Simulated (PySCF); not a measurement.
## Structure from NMR data

An unknown has the formula C$_{2}$H$_{10}$O$_{2}$Si$_{2}$. Its calculated NMR data are:

$^{1}$H NMR (500 MHz, computed): δ 5.06 (t, 2H), 5.05 (s, 3H), 3.58 (s, 3H), 3.20 (t, 2H).

$^{13}$C{$^{1}$H} NMR (computed): δ 67.7 (CH2), 65.5 (CH3).

[PySCF 2.14: coordinates at the GFN2-xTB level; GIAO PBE0/pcSseg-1 shieldings; one conformer; no relativistic terms; one averaged value for each set of equivalent atoms; isolated molecule]

Chemical shifts δ = σref − σ; TMS for $^{1}$H (σref 31.72) and $^{13}$C (σref 186.93), all at this level.

Problem. Deduce the structure.

Solution. 
- The formula gives 0 degrees of unsaturation.
- 2 carbon signals for 2 carbons: no two carbons are equivalent.
- Carbon types of the structure: 1 × CH2, 1 × CH3, leaving 5 H on heteroatoms.
- δC 67.7: sp3 CH2 bonded to O and Si; pulled downfield by the heteroatom.
- δC 65.5: methyl carbon bonded to O; the inductive effect lowers its shielding.
- δH 5.06: hydrogen on a silicon bonded to C, O.
- δH 5.05: hydrogen on a silicon bonded to O.
- δH 3.58: hydrogen on a methyl carbon bonded to O; its carbon carries O, an electronegative neighbour.
- δH 3.20: hydrogen on an sp3 CH2 bonded to O and Si; its carbon carries O, hence the downfield position.

The compound is `COC[SiH2]O[SiH3]`.

This is the structure that produced the data.

Shifts are as computed. Against solution values, carbons near 30 ppm lie about +3 ppm off and those near 130 ppm about +5 ppm. Of 1211 compounds with measured shifts, 218 miss one by over three times the rms of a fit or turn the order of signals round; such compounds aren't used in these exercises. No couplings were computed; multiplicities are counted from neighbouring protons, with m where these are inequivalent, close in shift, in a saturated or five-membered ring or joined by F or P, and br s for small geminal =CH2 splittings.
